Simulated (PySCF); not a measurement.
C4H4Cl2. Atoms are numbered in the order given.

```xyz
10

Cl     0.2780    -2.8643     0.0000
C     -0.9313    -1.6146     0.0000
C     -0.6597    -0.2980     0.0000
C      0.6597     0.2980     0.0000
C      0.9313     1.6146     0.0000
Cl    -0.2780     2.8643     0.0000
H     -1.9500    -2.0048     0.0000
H     -1.5183     0.3792     0.0000
H      1.5183    -0.3792     0.0000
H      1.9500     2.0048     0.0000
```

The structure is a stationary point at B3LYP-D3(BJ)/def2-SVP. The values are those of a single conformer.

Computed with PySCF with HF/def2-TZVP.

Atomic charges (e):

```csv
atom,Mulliken,Löwdin,IAO
Cl1,-0.11,0.34,-0.05
C2,-0.01,-0.42,-0.13
C3,-0.20,-0.19,-0.14
C4,-0.20,-0.19,-0.14
C5,-0.01,-0.42,-0.13
Cl6,-0.11,0.34,-0.05
H7,0.16,0.13,0.17
H8,0.15,0.15,0.16
H9,0.15,0.15,0.16
H10,0.16,0.13,0.17
```

Q: Give the Mayer and Wiberg (Löwdin basis) orders of the bonds. (The exact figures need the calculation; the answer reports its results.)

A: 
```csv
bond,Mayer,Wiberg
Cl1–C2,1.05,1.67
C2–C3,1.92,2.06
C3–C4,1.05,1.28
C4–C5,1.92,2.06
C5–Cl6,1.05,1.67
C2–H7,0.97,0.88
C3–H8,0.95,0.81
C4–H9,0.95,0.81
C5–H10,0.97,0.88
```
